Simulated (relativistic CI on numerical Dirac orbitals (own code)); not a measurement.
## Energy levels of Ir42+

Calculated at this level of theory: Dirac-Coulomb-Breit CI, separate exchange-only KLI orbitals for each configuration, model QED, unscaled Slater integrals (own radial code, finite nucleus).

CI space (outside the closed core [Ar] 3d10): 4s2.4p5, 4s.4p6, 4s2.4p4.4d, 4s.4p5.4d, 4s2.4p4.4f, 4s.4p5.4f, 4p6.4d, 4s.4p4.4d2, 4s2.4p3.4d.4f, 4p6.4f, 4p5.4d.4f, 4s.4p4.4f2, 4s2.4p4.5s, 4p6.5s, 4s2.4p4.5p, 4s.4p4.4d.5s, 4s2.4p3.4f.5s, 4s.4p5.5s, 4s2.4p4.5d, 4s.4p5.5p, 4s2.4p4.5f, 4s2.4p4.5g, 4s.4p5.5d, 4p5.4f.5s, 4s.4p5.5f, 4s2.4p4.6s, 4s.4p5.5g, 4s2.4p3.4d2, 4s2.4p2.4d3, 4s.4p3.4d3, 4s2.4p2.4d2.4f, 4s.4p3.4d2.4f, 4s2.4p2.4d2.5s, 4p5.4d2, 4p4.4d3, 4p4.4d2.4f, 4p4.4d2.5s, 4p5.4d.5s, 4p4.4d.4f.5s, 4p4.4d.5s2, 4s2.4p3.5s2, 4s2.4p2.4d.5s2, 4s.4p3.4d.5s2, 4s2.4p2.4f.5s2, 4s.4p3.4f.5s2. Double excitations out of closed p, d and f shells are left out; levels of such configurations are missing from the list, as are those of other unlisted configurations, and high levels can miss mixing partners. These lack a partner that the ground configuration has and come out too high: 4s2.4p4.5p, 4s.4p5.5s, 4s2.4p4.5d, 4s.4p5.5p, 4s2.4p4.5f.

The lowest level is 4s2.4p5 2P°_3/2, with 99 % of that term; Hund's rules for 4s2.4p5 give 2P° with J = 3/2, in agreement.

| No. | Configuration | Term | J | E (eV) | % | Next component (%) | Lifetime (s) |
| --- | --- | --- | --- | --- | --- | --- | --- |
| 1 | 4s2.4p5 | 2P° | 3/2 | 0.000 | 99 | 1 4s2.4p3.4d2 2P° |  |
| 2 | 4s2.4p5 | 2P° | 1/2 | 114.946 | 99 | 1 4s2.4p3.4d2 2P° | 6.81e-08 |
| 3 | 4p4(3P).4d | 4D | 3/2 | 160.194 | 36 | 32 2D | 3.16e-10 |
| 4 | 4p4(3P).4d | 4D | 5/2 | 162.872 | 42 | 20 2F | 4.07e-10 |
| 5 | 4p4(3P).4d | 4P | 1/2 | 162.957 | 47 | 27 2P | 5.25e-11 |
| 6 | 4p4(3P).4d | 2F | 7/2 | 165.508 | 33 | 31 4F | 4.91e-03 |
| 7 | 4p4(1S).4d | 2D | 3/2 | 174.293 | 62 | 19 4F | 1.15e-09 |
| 8 | 4p4(3P).4d | 2F | 7/2 | 185.361 | 47 | 42 4D | 1.25e-05 |
| 9 | 4p4(3P).4d | 4F | 9/2 | 186.689 | 68 | 31 2G | 1.73e-05 |
| 10 | 4p4(3P).4d | 2P | 1/2 | 187.453 | 51 | 23 2S | 3.52e-11 |
| 11 | 4p4(1S).4d | 2D | 5/2 | 200.498 | 53 | 22 4P | 6.46e-08 |
| 12 | 4p4(3P).4d | 2D | 3/2 | 205.533 | 35 | 34 2P | 2.01e-12 |
| 13 | 4p4(3P).4d | 2D | 5/2 | 208.863 | 46 | 20 2F | 1.44e-12 |
| 14 | 4s.4p6 | 2S | 1/2 | 231.784 | 76 | 15 4s2.4p4.4d 4P | 1.23e-12 |
| 15 | 4p4(3P).4d | 4D | 1/2 | 269.371 | 79 | 16 2P | 7.76e-11 |
| 16 | 4p4(3P).4d | 4D | 3/2 | 274.643 | 34 | 29 4F | 3.43e-10 |
| 17 | 4p4(3P).4d | 4F | 5/2 | 279.111 | 46 | 37 2F | 2.05e-11 |
| 18 | 4p4(1D).4d | 2G | 7/2 | 280.233 | 59 | 25 2F | 1.34e-07 |
| 19 | 4p4(3P).4d | 4D | 7/2 | 297.136 | 43 | 38 4F | 7.06e-08 |
| 20 | 4p4(1D).4d | 2P | 3/2 | 298.713 | 53 | 30 4P | 5.17e-13 |
| 21 | 4p4(3P).4d | 2D | 5/2 | 299.075 | 56 | 19 2F | 4.13e-13 |
| 22 | 4p4(1D).4d | 2S | 1/2 | 299.449 | 39 | 26 2P | 3.13e-13 |
| 23 | 4p4(3P).4d | 2P | 3/2 | 301.663 | 48 | 22 2D | 3.57e-12 |
| 24 | 4p4(3P).4d | 2F | 5/2 | 303.673 | 46 | 21 4P | 5.05e-08 |
| 25 | 4p4(1D).4d | 2G | 9/2 | 303.976 | 68 | 30 4F | 1.28e-07 |
| 26 | 4p4(1D).4d | 2D | 5/2 | 307.031 | 52 | 26 4P | 2.79e-11 |
| 27 | 4p4(1D).4d | 2F | 7/2 | 311.452 | 76 | 12 4F | 1.08e-07 |
| 28 | 4p4(3P).4d | 2D | 3/2 | 326.802 | 66 | 13 4F | 1.08e-12 |
| 29 | 4p3(2P°).4d2(3F) | 4F° | 3/2 | 328.190 | 29 | 24 2D° | 5.28e-11 |
| 30 | 4p3(2P°).4d2(3F) | 4D° | 1/2 | 330.713 | 45 | 23 2P° | 2.53e-11 |

Energies count from the lowest computed level; ° marks odd parity; lifetimes are radiative, by E1, M1, E2, M2, E3 decay to levels of this space only. Percentages are summed over parent terms; the parents shown are those of the largest component, closed shells are left out there.

The mean weight of the leading LS term, summed over parents, in these 30 levels is 54 %, and that of the leading jj configuration (from the same eigenvectors) 94 %, so jj coupling describes them better and the LS labels are nominal.

At this charge energies of transitions that change n are usually good to better than 1 %, and those within a shell (Δn = 0) to a few per cent.

LS names give the leading component of a level, which can be under half, so a name can repeat, a term be missing and a line seem to break the LS rules.
